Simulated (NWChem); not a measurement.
Molecule: CH3F3Ti; SMILES [Ti]([CH3])([F])([F])[F]

Task: Give the equilibrium geometry at B3LYP/6-31G* (spherical d) (NWChem) as a list of bonds and angles, with the point group.

Result: point group C3; any orientation.
Bonds (Å): Ti1–F2 1.740, Ti1–F3 1.740, Ti1–F4 1.740, Ti1–C5 2.052, C5–H6 1.097, C5–H7 1.097, C5–H8 1.097. Angles (°): F2–Ti1–F3 112.2, F2–Ti1–F4 112.2, F2–Ti1–C5 106.6, F3–Ti1–F4 112.2, F3–Ti1–C5 106.6, F4–Ti1–C5 106.6, Ti1–C5–H6 109.5, Ti1–C5–H7 109.5, Ti1–C5–H8 109.5, H6–C5–H7 109.4, H6–C5–H8 109.4, H7–C5–H8 109.4.
